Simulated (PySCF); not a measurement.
# Partial charges of `FCC(=S)CC(F)(F)F`

Species: C4H4F4S.
Z-matrix (Å and degrees, GFN2-xTB geometry), rows numbered from 1:
```
F 
C   1  1.3679
C   2  1.4985  1  112.12
S   3  1.6173  2  120.82  1   156.19
C   3  1.5010  2  117.10  1   -26.05
C   5  1.5265  3  110.91  2   -79.74
F   6  1.3384  5  112.82  3    57.16
F   6  1.3380  5  112.26  3   -63.21
F   6  1.3380  5  111.18  3   177.14
H   2  1.0996  1  106.83  3  -120.34
H   2  1.0949  1  107.73  3   122.47
H   5  1.0915  3  110.42  2   161.63
H   5  1.0936  3  110.83  2    39.15
```

Density: PBE0/pcSseg-1 (PySCF); schemes: Mulliken, IAO, Hirshfeld and ESP-fitted. Isolated species at its GFN2-xTB geometry (one conformer only).

Q: What partial charge does each atom carry?

A: In e; atoms taken as equivalent share a row and are averaged (×n: the atom named and its like, n in all):

| atom | environment | Mulliken | IAO | Hirshfeld | ESP-fitted |
| --- | --- | --- | --- | --- | --- |
| F1 | alkyl fluorine | -0.327 | -0.319 | -0.103 | -0.201 |
| C2 | sp3 C–F carbon | +0.304 | +0.022 | +0.016 | +0.057 |
| C3 | thiocarbonyl carbon | -0.461 | -0.056 | +0.040 | +0.125 |
| S4 | thiocarbonyl sulfur | +0.027 | -0.020 | -0.071 | -0.172 |
| C5 | chain CH2 carbon | -0.176 | -0.328 | -0.102 | -0.207 |
| C6 | CF3 carbon | +0.777 | +0.816 | +0.266 | +0.453 |
| F7/F8/F9 | fluorine of a CF3 group | -0.262 | -0.280 | -0.089 | -0.162 |
| H10/H11 | methylene hydrogen | +0.145 | +0.173 | +0.055 | +0.087 |
| H12/H13 | methylene hydrogen | +0.174 | +0.189 | +0.056 | +0.129 |

Mean size of the charges over all atoms: Mulliken 0.269 e, IAO 0.240 e, ESP-fitted 0.164 e, Hirshfeld 0.084 e. Each set sums to the total charge, 0, to within 0.001 e. The Mulliken scheme counts on each atom the diagonal of the density matrix times the overlap matrix over that atom's basis functions.

Some averages cover members that differ in this geometry: H12/H13, ESP-fitted +0.111 to +0.147 e.

Lowest charge. The schemes don't all agree: Mulliken C3 (-0.461); IAO C5 (-0.328); Hirshfeld F1 (-0.103); ESP-fitted C5 (-0.207).

Highest charge. All schemes agree: Mulliken C6 (+0.777); IAO C6 (+0.816); Hirshfeld C6 (+0.266); ESP-fitted C6 (+0.453).

Q: How closely do the schemes follow one another over all atoms?

A: Correlation coefficient and root-mean-square difference: Hirshfeld with ESP-fitted 0.99, 0.090 e; IAO with Hirshfeld 0.97, 0.212 e; IAO with ESP-fitted 0.94, 0.147 e; Mulliken with IAO 0.90, 0.145 e; Mulliken with Hirshfeld 0.81, 0.247 e; Mulliken with ESP-fitted 0.76, 0.216 e.

Q: Sum the charges by element, for elements with more than one atom.

A: 
```tsv
element	atoms	Mulliken	IAO	Hirshfeld	ESP-fitted
F	4	-1.111	-1.158	-0.370	-0.686
C	4	+0.445	+0.455	+0.219	+0.427
H	4	+0.640	+0.723	+0.222	+0.432
```

Q: How many electrons does the Hirshfeld scheme count on F9?

A: Its own charge is -0.090 e, so Z − q = 9.090.

These values come from a run that also computed NMR shieldings. On Arm Neoverse N1, one thread, shared host with 64 logical CPUs at a one-minute load of 44, this took 54 s wall (with the writing of density and orbital grids) and 0.81 GiB of memory at its peak.
